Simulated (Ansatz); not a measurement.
`O[SiH](Cl)Br` → H• + `O[Si](Cl)Br`•  (homolysis of the H–Si bond)

Gas-phase electronic energies from Ansatz, PBE0-D4/def2-TZVP geometries. CCSD(T)/CBS is the MP2 limit (def2-TZVPP, def2-QZVPP) plus CCSD(T) − MP2 in def2-TZVPP, frozen cores. This one scheme is used for every species, atoms too. DFT in def2-TZVPP. No spin–orbit coupling; open shells (•) take unrestricted orbitals. Bonds to Br are less sure, by a few kJ/mol each and by 10 to 20 or more in all where they break to atoms, as the def2 sets lack core-valence functions. Scalar relativity is left out up to krypton. Each species was taken in one conformer, which may not be the lowest.

`O[SiH](Cl)Br`:

Z-matrix (Å, degrees):
```
Si
Cl 1 2.042
Br 1 2.209 2 107.7
O 1 1.622 2 111.3 3 -122.0
H 1 1.468 2 109.7 3 119.5
H 4 0.959 1 119.2 2 63.3
```

`O[Si](Cl)Br`•:

```xyz
5

O     0.286    0.737   -0.946
Si   -0.511   -0.372   -0.050
Cl    0.852   -1.579    0.917
Br   -1.755    0.741    1.406
H     1.128    0.474   -1.327
```

| level | ΔE (kJ/mol) | difference from CCSD(T)/CBS |
| --- | --- | --- |
| r2SCAN-D4 | 387.6 | -28.3 |
| BHLYP-D4 | 405.7 | -10.2 |
| CAM-B3LYP-D4 | 405.0 | -10.9 |
| PBE-QIDH | 399.9 | -16.0 |
| r2SCAN | 387.3 | -28.6 |
| MP2/def2-SVP | 389.0 | -26.9 |
| CCSD/def2-TZVPP | 409.4 | -6.5 |
| HF/def2-QZVPP | 331.1 | -84.8 |
| HF/CBS(def2) | 331.1 | -84.8 |
| CCSD/CBS(def2) | 416.6 | 0.7 |
| CCSD(T)/CBS | 415.9 | 0 |

Largest T1 diagnostic among the species: 0.012.

At CCSD(T), def2-SVP lies −17.4 kJ/mol from the extrapolated value and def2-TZVPP −7.2 kJ/mol: correlation converges slowly with the basis, and small sets miss more of it in the bonded molecule than in its fragments. Leaving LDA and LC-ωPBE aside and taking each functional with its dispersion term where it has one, the values, not all of them listed here, spread over 37.6 kJ/mol, from revPBE-D4 to ωB97M-V. LDA lies +40.6 kJ/mol from PBE without D4, its usual overbinding. From r2SCAN to r2SCAN0 (25 % exact exchange), in def2-TZVPP and without D4, ΔE moves by +4.7 kJ/mol.
